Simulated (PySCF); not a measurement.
Zn(SeH)2 (H2Se2Zn), SMILES [SeH][Zn][SeH].

Coordinates come from a B3LYP-D3(BJ)/def2-SVP optimisation. One conformer was computed; it need not be the lowest.

Two levels are set side by side: TDA-PBE/def2-SVPD (PySCF) and TDA-LC-ωPBE/def2-SVPD (PySCF). Vertical, same geometry. The lowest singlet is HOMO→LUMO 100 % with PBE and HOMO−1→LUMO 86 % with the other functional; states are paired by order. Differences are taken from unrounded values.

```csv
quantity,TDA-LC-ωPBE
lowest singlet excitation (eV),5.31
lowest triplet excitation (TDA) (eV),4.88
```

Question: What does TDA-PBE give, and how far is it from TDA-LC-ωPBE? (The exact figures need the calculation; the answer reports its results.)

Answer: 
```csv
quantity,TDA-PBE,TDA-PBE minus TDA-LC-ωPBE
lowest singlet excitation (eV),4.10,-1.21
lowest triplet excitation (TDA) (eV),3.78,-1.10
```

Functionals without exact exchange tend to place singlet excitations lower, as here. Differences between two approximate levels are no errors against the true value.

Rough cost on one machine, each run with all the roots and properties that it gave: TDA-LC-ωPBE against TDA-PBE about 3 times.
